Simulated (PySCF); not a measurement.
A calculated (BP86, PySCF 2.14, x2c-SVPall, scalar relativity by spin-free X2C-1e) atom or ion has these occupied shells.

```json
{"shell": "1s α", "electrons": "1", "orbital energy (eV)": "-15929.4", "rms radius, mean of both spins (bohr)": "0.0451"}
{"shell": "1s β", "electrons": "1", "orbital energy (eV)": "-15929.4", "rms radius, mean of both spins (bohr)": "0.0451"}
{"shell": "2s α", "electrons": "1", "orbital energy (eV)": "-2164.9", "rms radius, mean of both spins (bohr)": "0.187"}
{"shell": "2s β", "electrons": "1", "orbital energy (eV)": "-2164.9", "rms radius, mean of both spins (bohr)": "0.187"}
{"shell": "2p α", "electrons": "3", "orbital energy (eV)": "-1925.9", "rms radius, mean of both spins (bohr)": "0.166"}
{"shell": "2p β", "electrons": "3", "orbital energy (eV)": "-1925.9", "rms radius, mean of both spins (bohr)": "0.166"}
{"shell": "3s α", "electrons": "1", "orbital energy (eV)": "-341.69", "rms radius, mean of both spins (bohr)": "0.526"}
{"shell": "3s β", "electrons": "1", "orbital energy (eV)": "-341.67", "rms radius, mean of both spins (bohr)": "0.526"}
{"shell": "3p α", "electrons": "3", "orbital energy (eV)": "-264.21", "rms radius, mean of both spins (bohr)": "0.537"}
{"shell": "3p β", "electrons": "3", "orbital energy (eV)": "-264.19", "rms radius, mean of both spins (bohr)": "0.537"}
{"shell": "3d α", "electrons": "5", "orbital energy (eV)": "-136.44", "rms radius, mean of both spins (bohr)": "0.550"}
{"shell": "3d β", "electrons": "5", "orbital energy (eV)": "-136.42", "rms radius, mean of both spins (bohr)": "0.550"}
{"shell": "4s α", "electrons": "1", "orbital energy (eV)": "-48.258", "rms radius, mean of both spins (bohr)": "1.46"}
{"shell": "4s β", "electrons": "1", "orbital energy (eV)": "-48.187", "rms radius, mean of both spins (bohr)": "1.46"}
{"shell": "4p α", "electrons": "3", "orbital energy (eV)": "-30.048", "rms radius, mean of both spins (bohr)": "1.69"}
{"shell": "4p β", "electrons": "3", "orbital energy (eV)": "-29.934", "rms radius, mean of both spins (bohr)": "1.69"}
{"shell": "5s α", "electrons": "1", "orbital energy (eV)": "-8.951", "rms radius, mean of both spins (bohr)": "4.28"}
```

Name the element and its charge.

Sr⁺ (strontium, charge +1), in [Kr] 5s1, 2S determinant.
